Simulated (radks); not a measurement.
Spin polarisation of the 5d7 shell in Ir2+. Start: [Xe] 4f14 5d(up 3.5, down 3.5); electrons of 5d are moved from spin down to spin up, other shells keep equal spins. All-electron calculation, scalar-relativistic Kohn-Sham, LDA (Slater exchange, Perdew-Wang correlation), spin-polarised, spherical densities, point nucleus. Program: a radial shooting solver on a logarithmic mesh with Libxc functionals.

\begin{tabular}{lrrrrrr}
moment (Bohr magnetons) & E - E(0) (eV) & e(5d up) (eV) & e(5d down) (eV) & 5p down minus up (eV) & 4f down minus up (eV) & 5s down minus up (eV) \\ \hline
0 & 0.000 & -24.709 & -24.709 & 0.000 & 0.000 & 0.000 \\
0.75 & -0.083 & -24.923 & -24.480 & 0.405 & 0.087 & 0.334 \\
1.5 & -0.333 & -25.122 & -24.233 & 0.811 & 0.174 & 0.669 \\
2.25 & -0.750 & -25.307 & -23.969 & 1.218 & 0.260 & 1.004 \\
3 & -1.337 & -25.478 & -23.685 & 1.628 & 0.347 & 1.340 \\
\end{tabular}

At moment 3 the spin-polarisation energy is -1.337 eV and the 5d exchange splitting 1.792 eV, that is 0.597 eV per Bohr magneton; E = -I m^2/4 would give I = 0.594 eV.
